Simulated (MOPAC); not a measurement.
Species: H5SiNO3 (charge 0, singlet). SMILES: O[Si](O)(O)N

Atoms: N1, Si2, O3, O4, O5, H6, H7, H8, H9, H10. Bonds: N1-Si2, N1-H6, N1-H7, Si2-O3, Si2-O4, Si2-O5, O3-H8, O4-H9, O5-H10.

Bond lengths (Å) and angles (degrees) optimised at AM1 with MOPAC; PM3 with MOPAC; PM6 with MOPAC, each started from the B3LYP-D3(BJ)/def2-TZVP structure (Ansatz) of the last column. A row stands for all coordinates that are equal there; 10 of 12 kinds are shown. At AM1 the structure is a saddle point. At PM3 the structure is a saddle point.

```tsv
coordinate	AM1	PM3	PM6	B3LYP-D3(BJ)/def2-TZVP
N1-Si2	1.673	1.788	1.696	1.706
N1-H6	0.986	1.000	1.005	1.009
Si2-O3	1.736	1.684	1.570	1.633
Si2-O4	1.745	1.688	1.561	1.644
O3-H8	0.946 to 0.950	0.944	0.872 to 0.877	0.960
N1-Si2-O3	115.4	110.8	112.5	113.2
N1-Si2-O4	112.3	111.3	107.9	108.6
O3-Si2-O4	103.8	106.8	107.9	106.5
O4-Si2-O5	108.5	109.8	112.9	113.5
Si2-N1-H6	124.1	114.6	123.2	119.3
```

A range marks coordinates that this level makes unequal.

Mean signed difference of all 9 bond lengths from B3LYP-D3(BJ)/def2-TZVP: AM1 0.021 Å, PM3 0.017 Å, PM6 -0.055 Å.
